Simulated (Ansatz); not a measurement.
The first iterations of a band of F3Si (4 atoms, charge 0, multiplicity 2).

These are results of Ansatz 0.2.0, UKS r2SCAN-D4/6-31G*, not measurements.

```json
{
  "movable images": "4",
  "climbing image": "no",
  "spring": "5.0 eV/Å²",
  "optimiser": "quadratic models (default)",
  "start path": "through a guess of the saddle point",
  "force threshold": "0.05 eV/Å",
  "iteration limit": "60",
  "end points": "relaxed"
}
```

Initial state:

```xyz
4
Properties=species:S:1:pos:R:3
F 0.793 -0.512 1.163
Si -0.286 0.216 0.237
F -1.004 -0.901 -0.651
F 0.497 1.198 -0.749
```

Final state:

```xyz
4
Properties=species:S:1:pos:R:3
F 0.602 -0.368 1.321
Si 0.286 -0.216 -0.237
F -1.195 -0.758 -0.493
F 0.307 1.342 -0.591
```

| iteration | highest image above the first end (eV) | largest band force component (eV/Å) |
| --- | --- | --- |
| 1 | 1.385 | 1.914 |
| 2 | 1.224 | 0.976 |

**Question.** Does the band converge within its limit, and where does its top end?

**Answer.** The forces met the threshold. It ended after 5 iterations with the highest image 1.174 eV above the first end. No image climbed, so the highest image needn't sit at the top of the path.

Time of the run: 49 s on 1 thread of AMD EPYC 9R45 96-Core Processor (Zen 5), with other jobs on the host, peak memory 0.17 GiB.
